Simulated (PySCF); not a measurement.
Compound: C2H5GeN2P.
Numbering: `[GeH3:1][n:2]1[cH:3][p:4][cH:5][n:6]1` (hydrogens: H7, H8, H9 on Ge1; H10 on C3; H11 on C5)

Theory: PySCF, PBE0-D3(BJ)/def2-SVP geometry optimisation, gas phase.

Entries marked ? are missing. Bonds in one row agree within 0.01 Å.

```tsv
coordinate	value
Ge1–N2	?
N2–C3	1.351 Å
C3–P4	1.729 Å
P4–C5	?
C5–N6	?
N2–N6	?
Ge1–H7, Ge1–H8, Ge1–H9	1.532 Å
C3–H10	1.091 Å
C5–H11	1.093 Å
Ge1–N2–C3	129.0°
Ge1–N2–N6	114.8°
C3–N2–N6	116.2°
N2–C3–P4	?
C3–P4–C5	?
P4–C5–N6	?
N2–N6–C5	109.6°
```

Q: Fill in the missing values.

A: 
- Ge1–N2 = 1.884 Å, drawn single (ends: germanium bonded to N and 3 H; pyrrole-type nitrogen); 0.03 Å below the sum of covalent radii, 1.91 Å.
- P4–C5 = 1.772 Å, aromatic (ends: phosphorus bonded to 2 C; aromatic CH next to a ring nitrogen); 0.03 Å below the sum of covalent radii, 1.80 Å.
- C5–N6 = 1.315 Å, aromatic (aromatic CH next to a ring nitrogen to pyridine-type nitrogen); 0.12 Å below the sum of covalent radii, 1.44 Å.
- N2–N6 = 1.337 Å, aromatic (pyrrole-type nitrogen to pyridine-type nitrogen); 0.08 Å below the sum of covalent radii, 1.42 Å.
- N2–C3–P4 = 112.5°, at the aromatic CH next to a ring nitrogen, inside a 5-membered ring; the outer atoms are 2.569 Å apart.
- C3–P4–C5 = 85.4°, at the phosphorus bonded to 2 C, inside a 5-membered ring; the outer atoms are 2.376 Å apart.
- P4–C5–N6 = 116.2°, at the aromatic CH next to a ring nitrogen, inside a 5-membered ring; the outer atoms are 2.633 Å apart.

Radii are Cordero's, carbon taken as 0.76, 0.73 or 0.69 Å for four, three, and two or fewer neighbours.

Not checked by PBE0-D3(BJ)/def2-SVP frequencies.
